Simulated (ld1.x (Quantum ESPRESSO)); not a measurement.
**Cutoff test, chromium (Cr), TM**

| Property | Result |
| --- | --- |
| Element | Cr |
| Generator | ld1.x (Quantum ESPRESSO) 7.5 |
| Type | norm-conserving Troullier–Martins (Kleinman–Bylander form) |
| Functional | LDA (PZ) |
| Relativity | scalar-relativistic |
| Frozen core | [Ar] |
| Valence charge | 6 |
| Reference configuration | 3d5 4s1 4p0 |
| Partial waves | 4s (bound): rc 2.10 bohr; 4p (bound, empty): rc 3.35 bohr; 3d (bound): rc 1.10 bohr |
| Local potential | the d channel |
| Core correction | none |

The pseudo-atom Hamiltonian at the reference potential is diagonalised in spherical Bessel functions j_l(qr) that vanish at 20 bohr, with q² up to the cutoff. All-electron valence levels (Ry): 4s -0.3086, 4p -0.0795, 3d -0.2301.

**Question.** How do the lowest levels (Ry) of each channel move with the cutoff, and are there ghosts?

**Answer.**

```tsv
cutoff (Ry)	s #1	s #2	p #1	p #2	p #3	d #1	f #1	Σ f·Δε (mRy)
8	-4.1953	-0.3017	-0.0795	0.0499	0.1705	0.0515	0.1079	1415.0
15	-11.1555	-0.3074	-0.3026	-0.0795	0.0500	0.0507	0.1079	1404.9
30	-18.6097	-0.3084	-4.6010	-0.0795	0.0499	0.0484	0.1079	1392.6
45	-21.4321	-0.3086	-7.5138	-0.0795	0.0499	0.0420	0.1079	1360.6
70	-22.9882	-0.3086	-9.5417	-0.0795	0.0499	-0.0540	0.1079	880.6
100	-23.2498	-0.3086	-10.2352	-0.0795	0.0499	-0.1839	0.1079	230.8
160	-23.2729	-0.3086	-10.3338	-0.0795	0.0499	-0.2297	0.1079	1.8
230	-23.2762	-0.3086	-10.3349	-0.0795	0.0499	-0.2300	0.1079	0.3
400	-23.2767	-0.3086	-10.3355	-0.0795	0.0499	-0.2301	0.1079	0.0
```

Result: ghost states, extra bound levels that the all-electron valence spectrum of the same l lacks: s at -316.7 eV, p at -140.6 eV (a true bound ghost makes a file unfit for plane-wave use); 10 mRy is reached at 160 Ry and 1 mRy at 180 Ry.

1 of 9 tests not solved or not reliable.
